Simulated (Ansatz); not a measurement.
CH$_{3}$BOTe, SMILES `O=CB[TeH]`. The species carries charge 0 and has multiplicity 1. Te takes the def2 core potential. The structure was optimised at the PBE0-D4/def2-TZVP level. It is one conformer, not always the lowest.

```xyz
7

O    -0.235   -0.811   -1.715
C    -0.673   -0.556   -0.617
B     0.228   -0.405    0.665
Te    1.317    1.350    1.029
H    -1.777   -0.429   -0.484
H     0.296   -1.265    1.488
H     0.844    2.116   -0.365
```

(1) What is the dipole moment at ωB97M-V/def2-TZVPP? (Estimate.)

(2) And with PBE, r2SCAN, B3LYP? (Estimate.)

(3) Give the Mulliken charges with ωB97M-V, r2SCAN, B3LYP in def2-TZVPP. (An estimate is asked.)

Answers

(1) Ansatz gave: 2.52 D, with components (-0.27, 1.12, 2.24) D in this frame, pointing from negative to positive charge.

(2) The calculation gave: PBE 2.57 D, r2SCAN 2.55 D, B3LYP 2.65 D.

(3) Computed: 
| atom | ωB97M-V | r2SCAN | B3LYP |
| --- | --- | --- | --- |
| O1 | -0.27 | -0.29 | -0.27 |
| C2 | 0.11 | 0.16 | 0.12 |
| B3 | -0.15 | -0.10 | -0.12 |
| Te4 | 0.13 | 0.20 | 0.17 |
| H5 | 0.08 | 0.03 | 0.06 |
| H6 | 0.09 | 0.02 | 0.05 |
| H7 | 0.00 | -0.02 | -0.02 |

B3LYP here is the variant with VWN-RPA as its local correlation; programs differ in this.
